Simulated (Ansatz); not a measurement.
```yaml
crystal:
  periodic: [false, false, false]
  atoms:
    - {symbol: C, position_ang: [-0.618556, 0.789362, -0.358726]}
    - {symbol: Ge, position_ang: [0.446502, -0.762611, 0.115246]}
    - {symbol: Br, position_ang: [1.666829, -0.228992, 2.014374]}
    - {symbol: H, position_ang: [0.034178, 1.638901, -0.558645]}
    - {symbol: H, position_ang: [-1.290284, 1.041535, 0.461600]}
    - {symbol: H, position_ang: [-1.209218, 0.574283, -1.251441]}
    - {symbol: H, position_ang: [1.474777, -1.128974, -0.964924]}
    - {symbol: H, position_ang: [-0.412028, -1.980505, 0.486717]}
basis:
  gaussian: {orbitals: def2-TZVP, point_charges: [{charge: 1.00, position_ang: [4.614, -0.723, 0.567]}]}
magnetization: {spin_polarized: true, initial_magnetization: 2}
hamiltonian: {xc: {name: PBE}}
```

```sh
$ ansatz run in.yaml --threads 4 --pin off --events-out ev --progress --plain --max-ram 10444MiB
```

It prints (some lines left out):

```
Functional definition: PBE
1134 factors; their error is unknown
mean field evaluation 1: about -127647.9691 eV, gradient 4.8e1 eV
mean field evaluation 2: about -127619.0705 eV, gradient 7.6e1 eV
mean field evaluation 4: about -127656.2877 eV, gradient 1.9e1 eV
mean field evaluation 8: about -127658.8346 eV, gradient 2.4e-1 eV
mean field evaluation 16: about -127658.7960 eV, gradient 6.6e-3 eV
mean field -127658.79600529 eV, -4691.3742229546 hartree, gradient 4.4e-6 eV, S^2 2.002464; 6 other end points of the search recorded, 0 dependent functions left out
reference -127658.79604278 eV, -4691.3742243325 hartree; 40, 38 occupied and 117, 119 virtual orbitals, 1134 factors
Total energy: -127658.79604278 eV, -4691.3742243325 hartree
```

It took 6.5 s on 4 threads of an Arm Neoverse V2 on a shared host, with 0.31 GiB of host memory at the peak.
